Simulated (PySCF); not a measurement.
Basis and Hamiltonian dependence of the ionisation energy of Sn⁺

Sn⁺ [Kr] 4d10 5s2 5p1 (2P) → Sn²⁺ [Kr] 4d10 5s2 (1S). Calculated with PySCF 2.14 from differences of total energies of unrestricted determinants, without spin-orbit coupling. Values in eV.

| basis | Hamiltonian | functions | UHF | r2SCAN | PBE0 | MP2 (valence) | CCSD(T) (valence) | CCSD(T) (valence and next inner shell) |
| --- | --- | --- | --- | --- | --- | --- | --- | --- |
| cc-pVDZ-PP with ECP28MDF | ECP | 23 | 13.716 | 14.359 | n/a | 13.847 | 13.923 | n/a |
| def2-SVP with the def2 core potential (28 electrons) | ECP | 26 | 13.718 | n/a | 14.265 | 13.852 | 13.931 | n/a |
| aug-cc-pVDZ-PP with ECP28MDF | ECP | 32 | 13.720 | 14.362 | 14.245 | 13.853 | 13.932 | n/a |
| x2c-SVPall | spin-free X2C | 36 | 13.747 | n/a | n/a | 13.863 | 13.929 | n/a |
| cc-pVTZ-PP with ECP28MDF | ECP | 39 | 13.741 | n/a | 14.254 | 13.946 | 14.030 | n/a |
| aug-cc-pwCVDZ-PP with ECP28MDF | ECP | 48 | 13.728 | 14.367 | 14.247 | 13.880 | 13.965 | 14.021 |
| x2c-TZVPall | spin-free X2C | 60 | 13.717 | n/a | 14.240 | 13.906 | n/a | n/a |
| aug-cc-pVQZ-PP with ECP28MDF | ECP | 92 | 13.755 | 14.389 | 14.261 | 13.989 | 14.064 | n/a |
| aug-cc-pwCVTZ-DK3 | spin-free X2C | 109 | 13.752 | 14.380 | 14.266 | 13.965 | 14.046 | 14.199 |
| aug-cc-pVQZ-PP with one added diffuse shell each of s, p, d, f, g type with ECP28MDF | ECP | 117 | 13.755 | 14.389 | 14.262 | 13.989 | n/a | n/a |
| aug-cc-pwCVTZ-DK3 with one added diffuse shell each of s, p, d, f type | spin-free X2C | 125 | 13.752 | 14.380 | 14.266 | 13.965 | n/a | n/a |
| x2c-QZVPPall with one added diffuse shell each of s, p, d, f type | spin-free X2C | 128 | 13.749 | 14.378 | 14.265 | 13.978 | n/a | n/a |
| dyall-av2z | non-relativistic | 130 | 13.702 | 14.331 | 14.221 | 13.844 | 13.933 | n/a |
| aug-cc-pV5Z-PP with ECP28MDF | ECP | 139 | 13.758 | 14.397 | 14.268 | 14.003 | n/a | n/a |

Extrapolation of MP2 (valence) from aug-cc-pVQZ-PP with ECP28MDF and aug-cc-pV5Z-PP with ECP28MDF: the correlation parts are 0.234 and 0.245 eV; with the X⁻³ form and unrounded values, (5³ × 0.245 − 4³ × 0.234)/(5³ − 4³) = 0.257 eV, and adding the Hartree-Fock value 13.758 eV of the larger basis gives 14.014 eV.

Frozen in the all-electron rows: valence: [Kr] 4d10; valence and next inner shell: [Ar] 3d10; with a core potential, the same shells as far as they lie outside it.

Non-relativistic rows lack the scalar-relativistic shift.

Reference for a calculation without spin-orbit coupling: 14.282 eV (measured, between term centres; NIST).
